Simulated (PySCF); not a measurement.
**Working out the ionisation energy of Tm**

Tm [Xe] 4f13 6s2 (2F) → Tm⁺ [Xe] 4f13 6s1 (3F). Computed with PySCF 2.14 in cc-pVDZ-X2C (8s7p5d3f1g, 84 functions), with the spin-free X2C one-electron Hamiltonian (Gaussian nucleus). Frozen: [Kr] 4d10. Energies in hartree (1 hartree = 27.21139 eV):

| part | Tm (lower) | Tm⁺ (upper) |
| --- | --- | --- |
| UHF | -13562.149078 | -13561.962606 |
| CCSD correlation | -0.858355 | -0.824583 |
| (T) | -0.033539 | -0.029799 |

What does Hartree-Fock give?

(-13561.962606) − (-13562.149078) = 0.186472 hartree = 5.074 eV.

What do CCSD and CCSD(T) give?

The CCSD correlation energies differ by 0.033772 hartree = 0.919 eV and the triples by 0.003740 hartree = 0.102 eV, so CCSD gives 5.993 eV and CCSD(T) 6.095 eV.

A first-order spin-orbit estimate adds 0.000 eV to CCSD(T) (valence), giving 6.095 eV against 6.184 eV (measured; NIST Atomic Spectra Database, ionization energies).

A double-zeta basis recovers only part of the correlation energy.

What remains against the reference includes basis incompleteness, the frozen core and higher excitations.
